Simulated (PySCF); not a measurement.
Match the calculated data to a structure.

All candidates are C6H15O2P.

* NMR, other nuclei: isotropic shieldings of nuclei other than C and H, by class: 189 (1 O), 226 (1 O), 272 (1 P) ppm [GIAO PBE0/pcSseg-1]
* 1H NMR: chemical shifts (computed TMS as zero) by class: 2.15 (1 H), 1.66 (1 H), 1.59 (1 H), 1.51 (1 H), 1.44 (1 H), 1.35 (3 H), 1.33 (1 H), 1.24 (3 H), 1.01 (3 H) ppm [GIAO PBE0/pcSseg-1]
* Rotational structure: rotational constants A, B, C: 2.191, 0.793, 0.776 GHz [GFN2-xTB]
* Dipole: 2.48 D [PBE0/pcSseg-1]
* 13C NMR: chemical shifts (computed TMS as zero) by class: 46.0 (1 C), 27.8 (1 C), 27.2 (1 C), 26.3 (1 C), 23.4 (1 C), 5.8 (1 C) ppm [GIAO PBE0/pcSseg-1]

Gas-phase values; electronic properties from PySCF, density fitting. Levels stand in brackets. One conformer (not necessarily the lowest) at the GFN2-xTB geometry, without solvent, vibrations or thermal averaging. Each NMR value is the plain mean over a class of atoms that symmetry, rotation or inversion makes alike.

Question: Which candidate is it?
A. `CCC[P@@H](=O)CCCO`
B. `CCCC[P@@](=O)(O)CC`
C. `CC[P@](=O)(O)CC(C)C`
D. `CC[P@](=O)(O)C(C)(C)C`

Answer: C. It is `CC[P@](=O)(O)CC(C)C`. Numbering: `[CH3:1][CH2:2][P@:3](=[O:4])([OH:5])[CH2:6][CH:7]([CH3:8])[CH3:9]`. 6 carbons fall into 6 classes; from least to most shielded: sp3 carbon bound to phosphorus [C6] (46.0 ppm), methyl carbon [C8] (27.8 ppm), sp3 CH carbon [C7] (27.2 ppm), sp3 carbon bound to phosphorus [C2] (26.3 ppm), methyl carbon [C9] (23.4 ppm), methyl carbon [C1] (5.8 ppm). Hydrogen classes from least to most shielded: 1 H on a hydroxyl oxygen, O5 (2.15 ppm), 1 H on an sp3 carbon bound to phosphorus, C2 (1.66 ppm), 1 H on an sp3 carbon bound to phosphorus, C6 (1.59 ppm), 1 H on an sp3 CH carbon, C7 (1.51 ppm), 1 H on an sp3 carbon bound to phosphorus, C6 (1.44 ppm), 3 H on a methyl carbon, C1 (1.35 ppm), 1 H on an sp3 carbon bound to phosphorus, C2 (1.33 ppm), 3 H on a methyl carbon, C9 (1.24 ppm, a mean of values up to 1.8 ppm apart in this geometry), 3 H on a methyl carbon, C8 (1.01 ppm). The other shieldings belong to: 189 ppm, phosphoryl oxygen [O4]; 226 ppm, hydroxyl oxygen [O5]; 272 ppm, phosphoryl phosphorus [P3]. The optimised geometry has point group C1 and is an asymmetric top.

The others, at the same levels:
- `CCC[P@@H](=O)CCCO` fails: its computed 13C shifts are 68.0 (1 C), 34.3 (1 C), 33.3 (1 C), 29.3 (1 C), 18.5 (1 C), 16.9 (1 C) ppm, 1H shifts are 7.70 (1 H), 4.15 (1 H), 3.69 (1 H), 2.17 (1 H), 2.11 (1 H), 2.10 (1 H), 1.90 (1 H), 1.69 (1 H), 1.61 (1 H), 1.57 (1 H), 1.11 (3 H), 1.09 (1 H), 0.57 (1 H) ppm and rotational constant A is 1.646 GHz (against 2.191 GHz).
- `CC[P@](=O)(O)C(C)(C)C` fails: it has 4 carbon classes against 6; its computed 13C shifts are 37.9 (1 C), 24.3 (3 C), 21.4 (1 C), 6.1 (1 C) ppm, 1H shifts are 1.96 (1 H), 1.61 (1 H), 1.48 (1 H), 1.37 (3 H), 1.17 (9 H) ppm and rotational constant A is 2.034 GHz (against 2.191 GHz).
- `CCCC[P@@](=O)(O)CC` fails: its computed 13C shifts are 33.0 (1 C), 31.3 (1 C), 29.5 (1 C), 26.1 (1 C), 17.1 (1 C), 8.9 (1 C) ppm, 1H shifts are 2.00 (1 H), 1.93 (1 H), 1.75 (1 H), 1.69 (1 H), 1.65 (1 H), 1.35 (1 H), 1.32 (1 H), 1.32 (1 H), 1.16 (1 H), 1.14 (3 H), 1.11 (3 H) ppm and rotational constant A is 2.456 GHz (against 2.191 GHz).

Each candidate is one conformer, not necessarily the lowest. The conformers computed, where there is a choice (atom-mapped SMILES and torsion angles):
- `[CH3:1][CH2:2][P@:3](=[O:4])([OH:5])[CH2:6][CH:7]([CH3:8])[CH3:9]`: C1–C2–P3–O4 52°, C2–P3–C6–C7 -61°, P3–C6–C7–C8 172°, H–O5–P3–C2 122°
- `[CH3:1][CH2:2][P@:3](=[O:4])([OH:5])[C:6]([CH3:7])([CH3:8])[CH3:9]`: C1–C2–P3–O4 50°, C2–P3–C6–C7 -69°, H–O5–P3–C2 126°

The conformers of `CCC[P@@H](=O)CCCO` and `CCCC[P@@](=O)(O)CC` aren't listed.
